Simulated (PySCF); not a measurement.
SMILES c1([SiH](C)C)ccccc1 (C8H12Si) (GFN2-xTB optimised geometry):

```
21

Si     1.006    -2.732     0.000
C      0.357    -3.617     1.556
C      0.358    -3.617    -1.556
C      0.399    -0.937     0.000
C      1.290     0.131     0.006
C      0.845     1.441     0.006
C     -0.513     1.710     0.000
C     -1.418     0.662    -0.006
C     -0.962    -0.644    -0.006
H      2.480    -2.732     0.000
H      0.680    -4.653     1.580
H     -0.729    -3.611     1.593
H      0.717    -3.138     2.461
H     -0.728    -3.626    -1.585
H      0.694    -4.649    -1.588
H      0.705    -3.129    -2.461
H      2.353    -0.070     0.010
H      1.557     2.254     0.010
H     -0.865     2.732     0.000
H     -2.480     0.865    -0.010
H     -1.680    -1.453    -0.010
```

Computed with PBE0/def2-SVP in PySCF.

### Question
What are the frontier orbital energies and the dipole moment?

### Answer
HOMO-2 -8.35 eV, HOMO-1 -7.28 eV, HOMO -7.19 eV, LUMO -0.33 eV, LUMO+1 -0.04 eV; dipole moment 0.46 D.

On the same geometry PBE/def2-SVP (PySCF 2.14.0) gives HOMO-2 -6.97 eV, HOMO-1 -6.25 eV, HOMO -6.15 eV, LUMO -1.19 eV, LUMO+1 -0.95 eV; dipole moment 0.49 D.

Meta-Löwdin charges at PBE0/def2-SVP: Si1 0.75, C2 -0.55, C3 -0.55, C4 -0.22, C5 -0.10, C6 -0.11, C7 -0.10, C8 -0.11, C9 -0.10, H10 -0.12, H11 0.11, H12 0.11, H13 0.12, H14 0.11, H15 0.11, H16 0.12, H17 0.10, H18 0.11, H19 0.11, H20 0.11, H21 0.10.
